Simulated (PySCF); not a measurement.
A PySCF script (with the pyscf-properties extension) for the NMR shieldings of `[SiH2]([Si@@H](NC)[SiH3])[SiH2]O[SiH3]`, CH15NOSi5, on a GFN2-xTB geometry:

```python
import basis_set_exchange as bse
import numpy as np
from pyscf import gto, dft
from pyscf.prop import nmr

atoms = """
C    -3.063721   -0.709217   -1.002295
N    -1.964350   -0.681578   -0.069806
Si   -0.821332    0.615370    0.023284
Si   -2.036207    2.582944    0.234044
Si    0.632068   -0.007794    1.727041
Si    2.196108   -1.653325    1.312522
O     2.874191   -1.307146   -0.131292
Si    3.540480   -0.449932   -1.323622
H    -3.881020   -1.316806   -0.606472
H    -3.428582    0.306011   -1.148456
H    -2.776359   -1.113063   -1.980285
H    -1.644001   -1.615409    0.140342
H    -0.030296    0.726134   -1.239939
H    -2.071084    3.391799   -0.992679
H    -3.446487    2.418246    0.610160
H    -1.442979    3.446200    1.259591
H    -0.097706   -0.376126    2.955204
H     1.320290    1.242892    2.113387
H     3.330881   -1.776767    2.236986
H     1.662671   -3.006022    1.089020
H     4.341303    0.621848   -0.731143
H     2.436369    0.081852   -2.120064
H     4.365011   -1.393125   -2.072512
"""
names = dict.fromkeys(["C", "N", "Si", "O", "H"], "pcSseg-1")
basis = {el: gto.basis.parse(bse.get_basis(n, elements=[el], fmt="nwchem")) for el, n in names.items()}
mol = gto.M(atom=atoms, basis=basis, charge=0, verbose=0)
mf = dft.RKS(mol, xc="PBE0")
mf.grids.level = 2
mf.grids.alignment = dft.numint.BLKSIZE   # the property module wants whole blocks of grid points
mf.conv_tol = 1e-9
mf.kernel()

calc = nmr.RKS(mf)   # GIAO
C = mf.mo_coeff
Co = C[:, mf.mo_occ > 0]
resp = mf.gen_response(singlet=True, hermi=2)
def vind(x):   # induced exchange potential for any number of trial vectors
    d = np.einsum("pi,xij,qj->xpq", C, 2 * x.reshape(-1, C.shape[1], Co.shape[1]), Co, optimize=True)
    return np.einsum("xpq,pi,qj->xij", resp(d - d.transpose(0, 2, 1)), C, Co, optimize=True).ravel()
mo1, _ = nmr.rhf.solve_mo1(calc, with_cphf=vind)
sigma = calc.kernel(mo1)
for i, s in enumerate(sigma):   # ppm
    w = np.linalg.eigvalsh((s + s.T) / 2)
    print("%2d %-2s iso %8.1f  s11 %8.1f  s22 %8.1f  s33 %8.1f" % (i, mol.atom_pure_symbol(i), w.mean(), *w))
```

Task: What are the results?

Result: 
```
 0 C  iso    150.5  s11    129.1  s22    136.3  s33    186.0
 1 N  iso    259.0  s11    214.7  s22    252.9  s33    309.5
 2 Si iso    393.8  s11    329.0  s22    362.8  s33    489.7
 3 Si iso    466.3  s11    441.6  s22    470.7  s33    486.7
 4 Si iso    477.7  s11    450.0  s22    487.4  s33    495.8
 5 Si iso    372.7  s11    309.1  s22    353.0  s33    456.0
 6 O  iso    343.7  s11    235.8  s22    395.5  s33    399.8
 7 Si iso    392.4  s11    352.2  s22    360.9  s33    464.0
 8 H  iso     28.7  s11     23.5  s22     26.1  s33     36.4
 9 H  iso     29.4  s11     24.6  s22     29.3  s33     34.2
10 H  iso     28.7  s11     23.6  s22     26.7  s33     36.0
11 H  iso     32.3  s11     21.0  s22     33.2  s33     42.7
12 H  iso     26.0  s11     22.8  s22     24.1  s33     31.0
13 H  iso     28.0  s11     24.6  s22     25.6  s33     33.8
14 H  iso     28.0  s11     24.4  s22     26.2  s33     33.3
15 H  iso     28.3  s11     24.4  s22     26.8  s33     33.7
16 H  iso     28.6  s11     24.9  s22     26.5  s33     34.4
17 H  iso     28.3  s11     24.5  s22     26.7  s33     33.7
18 H  iso     25.8  s11     22.0  s22     24.7  s33     30.8
19 H  iso     26.0  s11     22.9  s22     24.7  s33     30.4
20 H  iso     26.7  s11     23.6  s22     25.1  s33     31.6
21 H  iso     26.6  s11     22.2  s22     27.0  s33     30.5
22 H  iso     26.7  s11     23.1  s22     24.7  s33     32.3
```

These numbers come from an equivalent density-fitted implementation of the same equations, which agrees with the script to about 0.01 ppm for H and up to a few tenths of a ppm for heavy atoms, so last digits may differ.

Size and cost of the density-fitted run: 246 basis functions, 110 s wall time on 1 thread of an Arm Neoverse N1, shared host; peak memory 1.2 GiB.
